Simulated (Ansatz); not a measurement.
Si₉H₁₅. Charge 0, multiplicity 2. Geometry r2SCAN-D4/def2-SVP, basis def2-TZVP, Ansatz.

```xyz
24

Si   -0.687    2.256    1.578
Si    2.081   -2.705   -3.338
Si   -2.186    0.821    2.724
Si    1.350   -0.014   -0.717
Si   -1.322    2.505   -0.678
Si   -0.770    0.429   -1.641
Si   -0.702   -0.996    2.375
Si    0.943    0.507    1.543
Si    2.003   -2.246   -1.055
H    -0.333   -1.752    3.614
H     0.750   -2.560   -4.009
H     0.992   -3.139   -0.405
H    -3.576    0.712    2.177
H    -0.469    3.557   -1.323
H    -0.350    3.562    2.232
H    -1.729   -0.620   -1.163
H     2.352    0.918   -1.335
H    -1.158   -1.975    1.337
H     3.108   -1.902   -4.075
H     2.169    0.659    2.389
H    -2.761    2.886   -0.839
H    -2.267    1.161    4.182
H     3.343   -2.508   -0.437
H    -0.779    0.444   -3.137
```

```json
{"run": "A", "HOMO (eV)": "-4.79", "LUMO (eV)": "-3.62"}
{"run": "B", "HOMO (eV)": "-5.37", "LUMO (eV)": "-3.28"}
{"run": "C", "HOMO (eV)": "-5.05", "LUMO (eV)": "-3.66"}
{"run": "D", "HOMO (eV)": "-6.02", "LUMO (eV)": "-2.81"}
```

Another isomer (doublet) lies 0.56 eV lower at PBE0-D4/def2-TZVP; other spin states weren't run for this one.

HOMO and LUMO are taken over both spins.

Task: The runs used BLYP, PBE, PBE0, r2SCAN. Estimate which is which.

Result: A BLYP (0 % exact exchange); B r2SCAN (0 % exact exchange); C PBE (0 % exact exchange); D PBE0 (25 % exact exchange). Exact exchange lowers occupied and raises empty levels; among semilocal functionals meta-GGAs tend to open the gap a little, and such runs are hard to tell apart. The gap grows from 1.17 eV (BLYP) to 3.21 eV (PBE0).
